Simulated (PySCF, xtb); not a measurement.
Si(CF3)(F)(H)2 (CH2F4Si), SMILES F[SiH2]C(F)(F)F.

Harmonic wavenumbers (cm⁻¹) from GFN2-xTB (xtb) at its own minimum, in rising order: 32, 121, 187, 247, 392, 446, 462, 516, 558, 657, 696, 729, 861, 1022, 1035, 1143, 2411, 2413.

Problem. What does PBE0-D3(BJ)/def2-SVP (PySCF 2.14.0) give at its own minimum? (The exact figures need the calculation; the answer reports its results.)

Solution. 66, 129, 209, 283, 424, 506, 538, 640, 731, 759, 870, 919, 962, 1184, 1205, 1274, 2293, 2310. Paired by order, the mean absolute difference is 101 cm⁻¹ and the zero-point energies are 19.9 and 21.9 kcal/mol.
